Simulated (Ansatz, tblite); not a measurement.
Removing an electron: [NbO2(OH)2]- (NbO4H2⁻). Charge -1, multiplicity 1. Geometry: r2SCAN-D4/def2-SVPD. Ansatz, gas phase; energy differences of separate SCF runs; the oxidised species was run as a doublet alone.

Cartesian coordinates in Å:
```
Nb -0.229 0.378 0.145
O -1.307 1.772 0.044
O 0.473 0.242 1.760
O 1.255 0.574 -1.176
H 2.142 0.370 -0.863
O -1.246 -1.294 -0.247
H -1.088 -2.042 0.338
```

In the def2 sets Nb takes a core potential; there is no spin–orbit coupling. The xTB rows come from tblite. Correlated methods freeze 4 core orbitals; core or outer-core shells of Nb are correlated, in sets that lack core-valence functions. The rows differ in basis, and correlated rows in double-zeta sets carry the largest basis error. In CCSD on the charge 0 doublet the largest single amplitude is 0.15, so its Hartree–Fock determinant may place the open shell otherwise than the density functionals do. HOMO above LUMO, or a gap near zero within one spin, warns that the state may not be the lowest or that an electron is smeared out.

```tsv
level	−HOMO (eV)	vertical IE (eV)	−LUMO (eV)	HOMO–LUMO gap (eV)	remarks
GFN1-xTB	6.22	9.66	2.86	3.36	–
GFN2-xTB	6.16	9.89	2.45	3.70	–
PBE0-D4/def2-TZVPD	2.60	4.52	-3.18	5.78	–
CCSD(T)/def2-SVPD	–	4.72	–	–	spin-contaminated (⟨S²⟩ 1.09) (doublet)
```

(1) Estimate the rows for PBE-D4/def2-TZVPD, r2SCAN-D4/def2-TZVPD, CCSD/def2-SVPD.

Results:

(1) 
| level | −HOMO (eV) | vertical IE (eV) | −LUMO (eV) | HOMO–LUMO gap (eV) | remarks |
| --- | --- | --- | --- | --- | --- |
| PBE-D4/def2-TZVPD | 1.10 | 4.37 | -2.64 | 3.73 | gap within one spin near zero (doublet) |
| r2SCAN-D4/def2-TZVPD | 1.37 | 4.37 | -3.18 | 4.54 | – |
| CCSD/def2-SVPD | – | 4.59 | – | – | spin-contaminated (⟨S²⟩ 1.09) (doublet) |

Relaxing the oxidised species (r2SCAN-D4/def2-SVPD) changes its energy by -0.25 eV at PBE-D4/def2-TZVPD, so the adiabatic ionisation energy to this nearest minimum is 4.12 eV. At PBE0-D4/def2-TZVPD it is 4.07 eV.  Run but left out: HF/def2-SVPD, MP2/def2-SVPD (neutral doublet: ⟨S²⟩ 1.09, where a pure state has 0.75).  Raw xTB energy differences between charge states are shifted by several eV; the methods need an empirical correction for them.
